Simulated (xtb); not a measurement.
xtb input file for O2Se, SMILES O=[Se]=O (connectivity only; charge and spin as stated), charge -1, multiplicity 2, GFN2-xTB. 

```
$ xtb mol.xyz --gfn 2 --sp --chrg -1 --uhf 1 --json
$ cat mol.xyz
3

O     -0.00000000    -1.32980311     0.66722098
Se     0.00000000     0.00000000    -0.31398635
O     -0.00000000     1.32980310     0.66722099
```

Log of the run:

```
[banner left out]
          |                Calculation Setup                |
           -------------------------------------------------



           -------------------------------------------------
          |                 G F N 2 - x T B                 |
           -------------------------------------------------

        Reference                      10.1021/acs.jctc.8b01176
      * Hamiltonian:
        H0-scaling (s, p, d)           1.850000    2.230000    2.230000
        zeta-weighting                 0.500000
      * Dispersion:
        s8                             2.700000
        a1                             0.520000
        a2                             5.000000
        s9                             5.000000
      * Repulsion:
        kExp                           1.500000    1.000000
        rExp                           1.000000
      * Coulomb:
        alpha                          2.000000
        third order                    shell-resolved
        anisotropic                    true
        a3                             3.000000
        a5                             4.000000
        cn-shift                       1.200000
        cn-exp                         4.000000
        max-rad                        5.000000


          ...................................................
          :                      SETUP                      :
          :.................................................:
          :  # basis functions                  18          :
          :  # atomic orbitals                  17          :
          :  # shells                            7          :
          :  # electrons                        19          :
          :  max. iterations                   250          :
          :  Hamiltonian                  GFN2-xTB          :
          :  restarted?                      false          :
          :  GBSA solvation                  false          :
          :  PC potential                    false          :
          :  electronic temp.          300.0000000     K    :
          :  accuracy                    1.0000000          :
          :  -> integral cutoff          0.2500000E+02      :
          :  -> integral neglect         0.1000000E-07      :
          :  -> SCF convergence          0.1000000E-05 Eh   :
          :  -> wf. convergence          0.1000000E-03 e    :
          :  Broyden damping             0.4000000          :
          :  net charge                         -1          :
          :  unpaired electrons                  1          :
          ...................................................

 iter      E             dE          RMSdq      gap      omega  full diag
   1    -11.4889846 -0.114890E+02  0.107E+01    5.19       0.0  T
   2    -11.5104566 -0.214720E-01  0.610E+00    5.21       1.0  T
   3    -11.5110929 -0.636267E-03  0.217E+00    5.15       1.0  T
   4    -11.5113782 -0.285314E-03  0.555E-01    5.09       1.0  T
   5    -11.5112911  0.871066E-04  0.391E-01    5.08       1.0  T
   6    -11.5113955 -0.104401E-03  0.174E-01    5.08       1.0  T
   7    -11.5113876  0.790811E-05  0.196E-01    5.08       1.0  T
   8    -11.5114284 -0.408036E-04  0.549E-03    5.08      10.5  T
   9    -11.5114284 -0.922949E-08  0.295E-03    5.08      19.6  T
  10    -11.5114284 -0.987836E-08  0.138E-04    5.08     418.8  T
  11    -11.5114284 -0.626521E-11  0.137E-05    5.08    4213.4  T

   *** convergence criteria satisfied after 11 iterations ***

         #    Occupation            Energy/Eh            Energy/eV
      -------------------------------------------------------------
         1        2.0000           -0.5588245             -15.2064
       ...           ...                  ...                  ...
         4        2.0000           -0.2965485              -8.0695
         5        2.0000           -0.2862450              -7.7891
         6        2.0000           -0.2823495              -7.6831
         7        2.0000           -0.2315417              -6.3006
         8        2.0000           -0.2135005              -5.8096
         9        2.0000           -0.2098955              -5.7115
        10        1.0000           -0.1318794              -3.5886 (HOMO)
        11                          0.0547481               1.4898 (LUMO)
        12                          0.0742787               2.0212
        13                          0.2288506               6.2273
        14                          0.2964951               8.0680
        15                          0.3544929               9.6462
       ...                                ...                  ...
        17                          0.9589960              26.0956
      -------------------------------------------------------------
                  HL-Gap            0.1866275 Eh            5.0784 eV
             Fermi-level           -0.1047266 Eh           -2.8498 eV

 SCC (total)                   0 d,  0 h,  0 min,  0.003 sec
 SCC setup                      ...        0 min,  0.000 sec (  3.941%)
 Dispersion                     ...        0 min,  0.000 sec (  1.197%)
 classical contributions        ...        0 min,  0.000 sec (  0.831%)
 integral evaluation            ...        0 min,  0.000 sec ( 13.917%)
 iterations                     ...        0 min,  0.002 sec ( 57.978%)
 molecular gradient             ...        0 min,  0.001 sec ( 16.267%)
 printout                       ...        0 min,  0.000 sec (  5.489%)

         :::::::::::::::::::::::::::::::::::::::::::::::::::::
         ::                     SUMMARY                     ::
         :::::::::::::::::::::::::::::::::::::::::::::::::::::
         :: total energy             -11.498998017548 Eh    ::
         :: gradient norm              0.000039834017 Eh/a0 ::
         :: HOMO-LUMO gap              5.078393259125 eV    ::
         ::.................................................::
         :: SCC energy               -11.511428422376 Eh    ::
         :: -> isotropic ES            0.170184853957 Eh    ::
         :: -> anisotropic ES         -0.001769632901 Eh    ::
         :: -> anisotropic XC         -0.001891280368 Eh    ::
         :: -> dispersion             -0.001452237536 Eh    ::
         :: repulsion energy           0.012430404828 Eh    ::
         :: add. restraining           0.000000000000 Eh    ::
         :: total charge              -1.000000000000 e     ::
         :::::::::::::::::::::::::::::::::::::::::::::::::::::

           -------------------------------------------------
          |                Property Printout                |
           -------------------------------------------------

    * Orbital Energies and Occupations

         #    Occupation            Energy/Eh            Energy/eV
      -------------------------------------------------------------
         1        2.0000           -0.5588245             -15.2064
         2        2.0000           -0.4398165             -11.9680
         3        2.0000           -0.4136544             -11.2561
         4        2.0000           -0.2965485              -8.0695
         5        2.0000           -0.2862450              -7.7891
         6        2.0000           -0.2823495              -7.6831
         7        2.0000           -0.2315417              -6.3006
         8        2.0000           -0.2135005              -5.8096
         9        2.0000           -0.2098955              -5.7115
        10        1.0000           -0.1318794              -3.5886 (HOMO)
        11                          0.0547481               1.4898 (LUMO)
        12                          0.0742787               2.0212
        13                          0.2288506               6.2273
Note: The following floating-point exceptions are signalling: IEEE_DENORMAL
normal termination of xtb
        14                          0.2964951               8.0680
        15                          0.3544929               9.6462
        16                          0.5460796              14.8596
        17                          0.9589960              26.0956
      -------------------------------------------------------------
                  HL-Gap            0.1866275 Eh            5.0784 eV
             Fermi-level           -0.1047266 Eh           -2.8498 eV

     #   Z          covCN         q      C6AA      α(0)
     1   8 O        0.855    -0.455    22.804     6.402
     2  34 Se       1.709    -0.091   238.552    26.917
     3   8 O        0.855    -0.455    22.804     6.402

 Mol. C6AA /au·bohr⁶  :        614.566318
 Mol. C8AA /au·bohr⁸  :      29606.208363
 Mol. α(0) /au        :         39.721432


Wiberg/Mayer (AO) data.
largest (>0.10) Wiberg bond orders for each atom

 ---------------------------------------------------------------------------
     #   Z sym  total        # sym  WBO       # sym  WBO       # sym  WBO
 ---------------------------------------------------------------------------
     1   8 O    2.075 --     2 Se   1.888     3 O    0.187
     2  34 Se   3.776 --     3 O    1.888     1 O    1.888
     3   8 O    2.075 --     2 Se   1.888     1 O    0.187
 ---------------------------------------------------------------------------

Topologies differ in total number of bonds
Writing topology from bond orders to xtbtopo.mol

molecular dipole:
                 x           y           z       tot (Debye)
 q only:        0.000       0.000      -1.092
   full:        0.000       0.000      -1.269       3.224
molecular quadrupole (traceless):
                xx          xy          yy          xz          yz          zz
 q only:        3.609       0.000      -5.003       0.000       0.000       1.393
  q+dip:        4.556       0.000      -6.254      -0.000       0.000       1.698
   full:        5.496       0.000      -6.788      -0.000       0.000       1.292


           -------------------------------------------------
          | TOTAL ENERGY              -11.498998017548 Eh   |
          | GRADIENT NORM               0.000039834017 Eh/α |
          | HOMO-LUMO GAP               5.078393259125 eV   |
           -------------------------------------------------

------------------------------------------------------------------------
------------------------------------------------------------------------
 total:
 SCF:
```

The calculation finished and met its thresholds.
